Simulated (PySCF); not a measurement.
Geometry (Å), atoms numbered from 1 in this order:
```xyz
12

B     0.5529    1.0344    0.9719
C     0.5739   -0.2243    0.0714
C     1.7630   -0.8534   -0.0994
O    -0.4997   -0.7651   -0.5558
C    -1.7432   -0.1347   -0.4278
H    -0.4487    1.6594    1.2222
H     1.6031    1.3940    1.4443
H     2.6590   -0.4620    0.3807
H     1.8443   -1.7566   -0.7139
H    -2.4520   -0.7113   -1.0377
H    -2.1006   -0.1246    0.6170
H    -1.7231    0.9059   -0.7962
```

Geometry: PBE0-D3(BJ)/def2-SVP; GIAO shifts from PySCF, gas phase, non-relativistic, averaged over equivalent atoms.

At LC-wPBE/pcSseg-2 (278 basis functions, 46 s wall time on 1 thread of an Arm Neoverse V2, shared host):
```csv
atoms,δ (ppm)
B1,77.0
C2,189.1
C3,149.2
C5,60.5
O4,85.1
H6/H7,6.91
H9,6.38
H8,5.89
H10/H11/H12,3.69
```

Referencing at the same level of theory: ¹¹B (σ = 98.95 ppm) against BF3·OEt2; TMS for ¹³C (σ = 188.30 ppm) and ¹H (σ = 31.32 ppm); H2O for ¹⁷O (σ = 332.63 ppm).

Problem. What do these become at mPW1PW91/pcSseg-2?

Solution. 
```csv
atoms,δ at mPW1PW91/pcSseg-2,change
B1,69.9,-7.1
C2,186.1,-3.0
C3,144.3,-4.9
C5,60.4,-0.1
O4,103.3,+18.2
H6/H7,6.61,-0.30
H9,6.24,-0.14
H8,5.82,-0.07
H10/H11/H12,3.69,+0.00
```

Referencing at the same level of theory: ¹¹B (σref 99.12) against BF3·OEt2; ¹³C (σref 183.53), ¹H (σref 31.29) vs TMS; ¹⁷O (σref 327.10) against H2O.

The largest change is at O4 (ether oxygen). Cost: 278 basis functions, 28 s wall time on 1 thread of an Arm Neoverse V2, shared host. The order of the carbon signals is the same at both levels.

A carbon bonded to boron is broadened by the quadrupolar boron nucleus and is often missing from a measured spectrum. Experimental scales use liquid or dissolved standards, which lie at an offset from isolated H2O (liquid H2O: subtract about 36 ppm).
